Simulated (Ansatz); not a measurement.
Job for Ansatz (a first-principles code): U-PBE0/def2-TZVPP on TcH, 2S+1 = 3, a spin state set in the input, which need not be the lowest. Elements past Kr take the def2 small-core potentials; no spin–orbit coupling.

Ansatz 0.2 input:
```yaml
crystal:
  periodic: [false, false, false]
  atoms:
    - {symbol: Tc, position_ang: [0.00000000, 0.00000000, 0.00000000]}
    - {symbol: H, position_ang: [0.00000000, 0.00000000, 1.69100000]}
basis:
  gaussian:
    orbitals: def2-TZVPP
hamiltonian:
  xc: {name: PBE0}
magnetization: {spin_polarized: true, initial_magnetization: 2}
relax: {f_tol: 0.002, max_steps: 120}
```

It printed:

```
WARN ansatz: RAYON_NUM_THREADS=2 ignored (pool sized by the plan → 2); use --threads N
Functional definition: PBE0
integrals: 0.01 GiB planned
439 factors; their error is unknown
mean field: 0.20 GiB planned
mean field evaluation 1: about -2206.8640 eV, gradient 2.8e1 eV
mean field evaluation 2: about -2186.2927 eV, gradient 6.4e1 eV
mean field evaluation 4: about -2210.0359 eV, gradient 4.9e0 eV
mean field evaluation 8: about -2210.1641 eV, gradient 1.3e-1 eV
mean field evaluation 16: about -2210.1648 eV, gradient 9.0e-4 eV
mean field evaluation 32: about -2210.9158 eV, gradient 3.1e-2 eV
mean field evaluation 64: about -2210.9689 eV, gradient 2.4e-5 eV
mean field evaluation 96: about -2210.9333 eV, gradient 7.0e-2 eV
mean field evaluation 128: about -2210.7841 eV, gradient 4.6e0 eV
mean field evaluation 160: about -2210.9158 eV, gradient 1.1e-2 eV
mean field evaluation 192: about -2210.9661 eV, gradient 4.7e-2 eV
mean field -2210.96886512 eV, -81.2516071448 hartree, gradient 2.3e-6 eV, S^2 2.975219; 11 other end points of the search recorded, 0 dependent functions left out
the calculation of the forces begins
reference -2210.96889341 eV, -81.2516081843 hartree; 9, 7 occupied and 61, 63 virtual orbitals, 439 factors
relax step   1: F+E_penalty+E_count = -2210.96886512 eV  Δ(F+E_penalty+E_count) = +0.000e0 eV  max|allowed force component| = 6.675e-1 eV/Å  Δτ_max = 0.0000 Å  (1088 SCF iters, accepted)
these checks for a lower state are left out or cut short: starts, cluster_reference, orbital_swaps, neighbouring_geometries, increment
integrals: 0.01 GiB planned
439 factors; their error is unknown
mean field: 0.20 GiB planned
mean field -2210.98724350 eV, -81.2522825377 hartree, gradient 3.4e-6 eV, S^2 2.979790; 0 other end points of the search recorded, 0 dependent functions left out
the calculation of the forces begins
reference -2210.98727168 eV, -81.2522835734 hartree; 9, 7 occupied and 61, 63 virtual orbitals, 439 factors
relax step   2: F+E_penalty+E_count = -2210.98724350 eV  Δ(F+E_penalty+E_count) = -1.838e-2 eV  max|allowed force component| = 1.722e-1 eV/Å  Δτ_max = 0.0342 Å  (104 SCF iters, accepted)
these checks for a lower state are left out or cut short: starts, cluster_reference, orbital_swaps, neighbouring_geometries, increment
integrals: 0.01 GiB planned
439 factors; their error is unknown
mean field: 0.20 GiB planned
mean field evaluation 224: about -2210.9883 eV, gradient 1.8e-5 eV
mean field -2210.98830741 eV, -81.2523216355 hartree, gradient 3.0e-8 eV, S^2 2.978857; 0 other end points of the search recorded, 0 dependent functions left out
the calculation of the forces begins
reference -2210.98833561 eV, -81.2523226719 hartree; 9, 7 occupied and 61, 63 virtual orbitals, 439 factors
relax step   3: F+E_penalty+E_count = -2210.98830741 eV  Δ(F+E_penalty+E_count) = -1.064e-3 eV  max|allowed force component| = 4.723e-3 eV/Å  Δτ_max = 0.0061 Å  (199 SCF iters, accepted)
these checks for a lower state are left out or cut short: starts, cluster_reference, orbital_swaps, neighbouring_geometries, increment
integrals: 0.01 GiB planned
439 factors; their error is unknown
mean field: 0.20 GiB planned
mean field -2210.98830824 eV, -81.2523216660 hartree, gradient 2.7e-6 eV, S^2 2.978831; 0 other end points of the search recorded, 0 dependent functions left out
the calculation of the forces begins
reference -2210.98833644 eV, -81.2523227024 hartree; 9, 7 occupied and 61, 63 virtual orbitals, 439 factors
relax step   4: F+E_penalty+E_count = -2210.98830824 eV  Δ(F+E_penalty+E_count) = -8.293e-7 eV  max|allowed force component| = 5.833e-6 eV/Å  Δτ_max = 0.0002 Å  (78 SCF iters, accepted)
integrals: 0.01 GiB planned
439 factors; their error is unknown
mean field: 0.20 GiB planned
mean field evaluation 256: about -2210.1747 eV, gradient 8.4e-2 eV
mean field evaluation 288: about -2210.9370 eV, gradient 1.4e-1 eV
mean field evaluation 320: about -2210.9541 eV, gradient 7.2e-1 eV
mean field evaluation 352: about -2210.7955 eV, gradient 3.6e0 eV
mean field evaluation 384: about -2210.9371 eV, gradient 1.6e0 eV
mean field -2210.98830824 eV, -81.2523216660 hartree, gradient 2.7e-6 eV, S^2 2.978831; 12 other end points of the search recorded, 0 dependent functions left out
the calculation of the forces begins
reference -2210.98833644 eV, -81.2523227024 hartree; 9, 7 occupied and 61, 63 virtual orbitals, 439 factors
Total energy: -2210.98833644 eV, -81.2523227024 hartree
Atom 0 at    -0.000000     0.000000     0.027987 Å, force    -0.000003     0.000002     0.000006 eV/Å
Atom 1 at     0.000000    -0.000000     1.663013 Å, force     0.000003    -0.000002    -0.000006 eV/Å
Dipole moment:    -0.005043    -0.006597    -0.501696 e Å
```

Self-consistency was reached. Its determinant has ⟨S²⟩ = 2.98, a mixture of spin states.

Cost: roughly 60 core-seconds.
